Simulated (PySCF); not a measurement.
ethylene glycol (C2H6O2), singlet, geometry from GFN2-xTB, atoms displaced at random by about 0.03 Å a coordinate; B3LYP/6-31G, gradient in PySCF.

Input for PySCF:
```python
from pyscf import gto, scf, dft

mol = gto.Mole()
mol.atom = '''
    O     1.37160726   -0.50168042    0.04723111
    C     0.63420682    0.66908772   -0.24667361
    C    -0.84127003    0.27344560   -0.44854531
    O    -1.30875533   -0.39453834    0.63731897
    H     2.27341264   -0.26371310    0.18733533
    H     0.66575389    1.31144541    0.63798875
    H     1.02672143    1.18812020   -1.04722391
    H    -1.43277024    1.13223332   -0.70012696
    H    -0.82278327   -0.42077097   -1.28991525
    H    -0.72798345   -1.09153840    0.90045836
'''
mol.basis = '6-31g'
mol.verbose = 4
mol.build()

mf = dft.RKS(mol)
mf.xc = 'b3lyp'
mf.kernel()
g = mf.nuc_grad_method()
g.grid_response = True
grad = g.kernel()
```

Output, abridged:

```
PySCF version 2.14.0

[INPUT] verbose = 4
[INPUT] num. atoms = 10
[INPUT] num. electrons = 34
[INPUT] charge = 0
[INPUT] spin (= nelec alpha-beta = 2S) = 0
[INPUT] symmetry False subgroup None
[INPUT] Mole.unit = angstrom
[INPUT] Symbol           X                Y                Z      unit          X                Y                Z       unit  Magmom
[INPUT]  1 O      1.371607260000  -0.501680420000   0.047231110000 AA    2.591962071865  -0.948038595857   0.089253862459 Bohr   0.0
[INPUT]  2 C      0.634206820000   0.669087720000  -0.246673610000 AA    1.198477196131   1.264392544110  -0.466145565058 Bohr   0.0
[INPUT]  3 C     -0.841270030000   0.273445600000  -0.448545310000 AA   -1.589769953505   0.516737293967  -0.847627790358 Bohr   0.0
[INPUT]  4 O     -1.308755330000  -0.394538340000   0.637318970000 AA   -2.473189137765  -0.745569408241   1.204358307290 Bohr   0.0
[INPUT]  5 H      2.273412640000  -0.263713100000   0.187335330000 AA    4.296127257724  -0.498345534460   0.354012467155 Bohr   0.0
[INPUT]  6 H      0.665753890000   1.311445410000   0.637988750000 AA    1.258092518464   2.478272652218   1.205624008054 Bohr   0.0
[INPUT]  7 H      1.026721430000   1.188120200000  -1.047223910000 AA    1.940222308922   2.245221781063  -1.978966380996 Bohr   0.0
[INPUT]  8 H     -1.432770240000   1.132233320000  -0.700126960000 AA   -2.707543353027   2.139610883907  -1.323048206824 Bohr   0.0
[INPUT]  9 H     -0.822783270000  -0.420770970000  -1.289915250000 AA   -1.554835040174  -0.795141894468  -2.437586546400 Bohr   0.0
[INPUT] 10 H     -0.727983450000  -1.091538400000   0.900458360000 AA   -1.375689343716  -2.062708630446   1.701619686975 Bohr   0.0

nuclear repulsion = 135.179541971605
number of shells = 32
number of NR pGTOs = 112
number of NR cGTOs = 48
basis = 6-31g
ecp = {}

******** <class 'pyscf.dft.rks.RKS'> ********
method = RKS
initial guess = minao
damping factor = 0
level_shift factor = 0
DIIS = <class 'pyscf.scf.diis.CDIIS'>
diis_start_cycle = 1
diis_space = 8
diis_damp = 0
SCF conv_tol = 1e-09
SCF conv_tol_grad = None
SCF max_cycles = 50
direct_scf = True
direct_scf_tol = 1e-13
XC library pyscf.dft.libxc version 7.1.2
    S. Lehtola, C. Steigemann, M. J. T. Oliveira, and M. A. L. Marques,  SoftwareX 7, 1–5 (2018)
XC functionals = b3lyp
    P. J. Stephens, F. J. Devlin, C. F. Chabalowski, and M. J. Frisch,  J. Phys. Chem. 98, 11623 (1994)
radial grids:
    Treutler-Ahlrichs [JCP 102, 346 (1995); DOI:10.1063/1.469408] (M4) radial grids

becke partition: Becke, JCP 88, 2547 (1988); DOI:10.1063/1.454033
pruning grids: <function nwchem_prune>
grids dens level: 3
symmetrized grids: False
atomic radii adjust function: <function treutler_atomic_radii_adjust>
small_rho_cutoff = 0
Set gradient conv threshold to 3.16228e-05
Initial guess from minao.
tot grids = 115248
init E= -230.646898972777
  HOMO = -0.338073846056437  LUMO = 0.0170655026671818  gap/eV = 9.66383
cycle= 1 E= -230.017019497048  delta_E= 0.63  |g|= 0.85  |ddm|= 2.75
  HOMO = -0.106207846518144  LUMO = 0.0918478411906922  gap/eV = 5.38937
cycle= 2 E= -229.857128664768  delta_E= 0.16  |g|= 1.27  |ddm|= 2.02
  HOMO = -0.249001543642932  LUMO = 0.0604481079812009  gap/eV = 8.42055
cycle= 3 E= -230.155068813195  delta_E= -0.298  |g|= 0.0567  |ddm|= 1.31
  HOMO = -0.254447161392441  LUMO = 0.06135974605127  gap/eV = 8.59354
cycle= 4 E= -230.155682453272  delta_E= -0.000614  |g|= 0.0302  |ddm|= 0.0851
  HOMO = -0.251422022200201  LUMO = 0.0629689571618726  gap/eV = 8.55501
cycle= 5 E= -230.155918620243  delta_E= -0.000236  |g|= 0.00249  |ddm|= 0.03
  HOMO = -0.251925589348447  LUMO = 0.0627570440843495  gap/eV = 8.56295
cycle= 6 E= -230.155919794255  delta_E= -1.17e-06  |g|= 0.0015  |ddm|= 0.00482
  HOMO = -0.251841489447095  LUMO = 0.0626865795590501  gap/eV = 8.55874
cycle= 7 E= -230.155920202216  delta_E= -4.08e-07  |g|= 0.000163  |ddm|= 0.0013
  HOMO = -0.251853802141535  LUMO = 0.062696042697129  gap/eV = 8.55934
cycle= 8 E= -230.15592020834  delta_E= -6.12e-09  |g|= 4.57e-05  |ddm|= 0.000242
  HOMO = -0.25185099708544  LUMO = 0.0626953997238058  gap/eV = 8.55924
cycle= 9 E= -230.155920208841  delta_E= -5.01e-10  |g|= 1.22e-05  |ddm|= 5.24e-05
  HOMO = -0.251852680455745  LUMO = 0.0626963000603877  gap/eV = 8.55931
Extra cycle  E= -230.155920208833  delta_E= 7.5e-12  |g|= 1.37e-05  |ddm|= 2.46e-05
converged SCF energy = -230.155920208833

******** <class 'pyscf.grad.rks.Gradients'> for <class 'pyscf.dft.rks.RKS'> ********
unit = Eh/Bohr
grid_response = True
--------------- RKS gradients ---------------
         x                y                z
0 O     0.0190301304     0.0311721631     0.0053723512
1 C     0.0377653458    -0.0071469415    -0.0422727197
2 C    -0.0515615282     0.0027283703     0.0451677037
3 O     0.0504495969    -0.0042149167    -0.0471031944
4 H    -0.0332477550    -0.0015148800    -0.0071109041
5 H     0.0005883151    -0.0087936450    -0.0024695464
6 H    -0.0158773660    -0.0242793054     0.0425422493
7 H     0.0099426148    -0.0092352988    -0.0024871435
8 H     0.0042203867    -0.0014844233     0.0157639216
9 H    -0.0213097406     0.0227688774    -0.0074027178
----------------------------------------------
```
